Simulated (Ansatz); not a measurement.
Ideal-gas functions of `[C]#[C][GeH3]` radical at 298.15 K and 1 bar, from an Ansatz frequency run at PBE0-D4/def2-TZVP.

Molar mass 99.66 g/mol, point group C3v (symmetry number 3), electronic degeneracy 2, moments of inertia 6.411, 129.309, 129.309 u Å². Harmonic wavenumbers (cm⁻¹, unscaled): 162, 162, 521, 598, 598, 837, 876, 876, 2163, 2184, 2185, 2185.

Use S(trans) = R[1.5 ln M + 2.5 ln T − 1.1517]; rotational temperatures θ = 24.2544 K / I; S(rot) = R[ln(√π/σ · √(T³/θAθBθC)) + 1.5]; for each mode x = 1.438777 ν̃/T, S = R[x/(eˣ − 1) − ln(1 − e⁻ˣ)] and H = RT x/(eˣ − 1); 1 cm⁻¹ = 0.0119627 kJ/mol; R = 8.31446 J/(mol·K).

Question: By hand: the entropy, in J/(mol·K).

Answer: Translation 166.2. Rotation: θ = 3.7832, 0.1876, 0.1876 K, giving 87.5. Vibration, mode by mode: 10.57, 10.57, 2.54, 1.90, 1.90, 0.75, 0.64, 0.64, 0.00, 0.00, 0.00, 0.00, in all 29.5. Electronic 5.8. Sum 289.0 J/(mol·K).

Question: By hand: H − E and G − E in kJ/mol, counted from the electronic energy.

Answer: Zero-point energy ½ × 13347 × 0.0119627 = 79.8; thermal vibration 5.2; translation, rotation and pV give 4 RT = 9.9. H − E = 94.9 kJ/mol, and G − E = 94.9 − 298.15 × 289.0/1000 = 8.7 kJ/mol.

Vibration gives 10 % of the entropy.
